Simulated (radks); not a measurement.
The numbers below are computed, except where a source is named.
Species: Pm III. Configuration: [Xe] 4f5 (the NIST ground configuration). Level of theory: non-relativistic Kohn-Sham, SCAN, spin-polarised, spherical densities, point nucleus; open shells are filled with parallel spins first (spin-orbit coupling, left out, can overturn this in heavy ions); meta-GGA in the generalised Kohn-Sham scheme; relativity is left out, which matters for an element this heavy (a radial shooting solver on a logarithmic mesh with Libxc functionals).

Unscreened Slater integrals over Kohn-Sham orbitals (hartree). They are taken over the spin-up orbitals.

integral      value
F0(4f,4f)   0.97870
F2(4f,4f)   0.45561
F4(4f,4f)   0.28396
F6(4f,4f)   0.20376
F0(4f,5p)   0.63175
F2(4f,5p)   0.22209
G2(4f,5p)   0.12081
G4(4f,5p)  0.092276
F0(4f,5s)   0.69036
G3(4f,5s)   0.12953
F0(4f,4d)    1.1151
F2(4f,4d)   0.52678
F4(4f,4d)   0.33445
G1(4f,4d)   0.61971
G3(4f,4d)   0.38713
G5(4f,4d)   0.27316
F0(5p,5p)   0.53015
F2(5p,5p)   0.28599
F0(5p,5s)   0.55926
G1(5p,5s)   0.38251
F0(5p,4d)   0.66576
F2(5p,4d)   0.18162
G1(5p,4d)  0.049216
G3(5p,4d)  0.048298
F0(5s,5s)   0.59494
F0(5s,4d)   0.73440
G2(5s,4d)  0.068164
F0(4d,4d)    1.3081
F2(4d,4d)   0.66675
F4(4d,4d)   0.44614

Derived for the open shells (J is the average intra-shell exchange parameter used in DFT+U). 4f: F4/F2 = 0.623, F6/F2 = 0.447, J = (286 F2 + 195 F4 + 250 F6)/6435 = 0.03677 hartree.
